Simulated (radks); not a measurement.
Spherical quantum dot in the effective-mass picture: electrons in a parabolic well V = omega^2 r^2 / 2 with omega = 0.292, all in effective atomic units (hartree* = m*/eps^2 hartree, bohr* = eps/m* bohr), one dielectric constant everywhere. Method: non-relativistic Kohn-Sham, PBE, spin-polarised, spherical densities; computed with a radial shooting solver with Libxc functionals. Levels are named by radial order and angular momentum (1s, 1p, 1d, 2s, ...), and open shells are averaged over m. Results are scaled to m* = 0.178 and eps = 4.7, for which hartree* = 219.3 meV and bohr* = 1.397 nm. Each electron was tried in the lowest free levels, single moves between levels near the top were tried too, and the lowest total energy was kept; such a search can miss a lower state. The series stops at N = 9: beyond it a trial failed or the search could not be trusted, so later rows were left out. At N = 1 the Hartree and exchange-correlation terms need not cancel, so that row can carry a self-interaction error.

| N | open shells | 2S | E (meV) | addition energy mu(N+1) - mu(N) (meV) | e(HOMO) (meV) | rms radius (nm) |
|---|---|---|---|---|---|---|
| 1 | 1s(up 1, down 0) | 1 | 96.1301 | 82.16 | 129.48 | 3.179 |
| 2 | none | 0 | 274.419 | 105.6 | 207.93 | 3.534 |
| 3 | 1p(up 1, down 0) | 1 | 558.316 | 51.14 | 309.29 | 4.038 |
| 4 | 1p(up 2, down 0) | 2 | 893.355 | 50.94 | 360.70 | 4.356 |
| 5 | 1p(up 3, down 0) | 3 | 1279.34 | 62.45 | 411.04 | 4.605 |
| 6 | 1p(up 3, down 1) | 2 | 1727.77 | 44.34 | 470.42 | 4.834 |
| 7 | 1p(up 3, down 2) | 1 | 2220.53 | 44.57 | 515.12 | 5.032 |
| 8 | none | 0 | 2757.87 | 78.43 | 559.44 | 5.210 |
| 9 | 1d(up 1, down 0) | 1 | 3373.64 | - | 635.72 | 5.419 |

All shells are closed at N = 2, 8 (there: 1s2 1p6); the second difference of the energy has clear peaks (12 % above both neighbours; the first and last values, which can be the largest, are not judged, and half-filled shells can peak too) at N = 2, 5.
